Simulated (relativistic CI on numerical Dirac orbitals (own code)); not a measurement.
## Er3+: 4d photoemission

Computed with this model: Dirac-Coulomb-Breit CI, orbitals from a KLI potential per configuration, a model potential for QED, valence Slater integrals scaled by 0.9, multiplet model of photoemission in the sudden approximation; configurations [Xe] 4f11 → [Kr] 4d9 4f11 5s2 5p6; 80 K; Lorentzian 1 eV and Gaussian 0.6 eV FWHM. Energies are those of the free ion, without screening or charge transfer. The energies are binding energies and can lie tens of eV above those of solids. S is read from ⟨S²⟩ = S(S + 1).

Computed curve for free ion, scaled to 100 at the maximum (points under 2 are left out and the grid is thinned):

(Energy (eV), Intensity): (197.8, 2.1), (198.8, 2.9), (200.0, 4.9), (201.0, 9.2), (202.2, 37.2), (203.2, 98.7), (204.2, 68.3), (205.4, 93.2), (206.4, 46.0), (207.6, 36.5), (208.6, 38.7), (209.8, 38.8), (210.8, 22.2), (211.8, 24.9), (213.0, 26.1), (214.0, 52.0), (215.2, 24.6), (216.2, 27.3), (217.2, 39.8), (218.4, 30.3), (219.4, 31.9), (220.6, 44.5), (221.6, 40.4), (222.6, 40.3), (223.8, 33.9), (224.8, 40.6), (226.0, 10.3), (227.0, 9.0), (228.0, 16.1), (229.2, 16.5), (230.2, 7.0), (231.4, 9.6), (232.4, 19.9), (233.6, 28.9), (234.6, 11.7), (235.6, 26.8), (236.8, 23.8), (237.8, 6.8), (239.0, 4.8), (240.0, 2.3)

The ground state has S = 1.48, and the centroid lies at 215.65 eV.
